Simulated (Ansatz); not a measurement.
Geometry optimisation, Ansatz 0.2.0, RKS PBE/def2-SVP.

input.yaml

```yaml
crystal:
  periodic: [false, false, false]
  atoms:
    - { symbol: Sn, position_ang: [0.0, 0.0, 0.0] }
    - { symbol: Cl, position_ang: [0.0, 0.0, 2.76] }
    - { symbol: H, position_ang: [1.6408, 0.0, -0.5794] }
    - { symbol: O, position_ang: [-0.9232, 1.5994, -0.6527] }
    - { symbol: H, position_ang: [-1.881, 1.3686, -0.8751] }
    - { symbol: Cl, position_ang: [-1.1351, -1.9666, -0.8025] }
    - { symbol: Br, position_ang: [1.0754, -2.5229, 0.9113] }
    - { symbol: H, position_ang: [0.6037, -1.4165, 2.2648] }
basis:
  gaussian: { orbitals: def2-SVP }
hamiltonian:
  xc: pbe
relax:
  f_tol: 0.15
  max_steps: 25
  restrain:
    - { distance: [0, 6], at: 3.79, k: 30.0 }
    - { distance: [7, 1], at: 2.57, k: 30.0 }
    - { distance: [0, 1], at: 2.41, k: 30.0 }
    - { distance: [7, 6], at: 1.55, k: 30.0 }
output:
  orbitals: {}
```

Run as:

```bash
$ ansatz run input.yaml --threads 4 --pin off --max-ram 5120MiB --backend cpu --events-out ev --progress --plain --runs-dir out
```

Problem. Where does it end, and by what steps?

Solution. It converged. The restraints hold the end off the free minimum. After 6 steps the energy has fallen by 1.581 eV (the restraints' own energy left out); Br7 moved furthest, 0.85 Å. Parted: Sn1–Br7 (2.89 → 3.79 Å).

```csv
step,energy less start (eV),largest force component (eV/Å),accepted
0,0.0000,2.283,yes
1,-0.2362,3.982,yes
2,-0.5383,4.516,yes
3,-1.0152,3.268,yes
4,-1.4947,0.883,yes
5,-1.5352,0.846,yes
6,-1.5810,0.827,yes
```

```xyz
8
Properties=species:S:1:pos:R:3
Sn -0.124 0.083 -0.064
Cl -0.343 0.209 2.327
H 1.530 0.031 -0.509
O -0.935 1.731 -0.823
H -1.912 1.706 -0.784
Cl -1.419 -1.735 -0.808
Br 1.652 -2.945 1.370
H 0.933 -2.018 2.318
```

The run took 14 s on 4 threads of AMD EPYC 7R43 64-Core Processor (Zen 3) (shared host), peak memory 0.2 GiB.
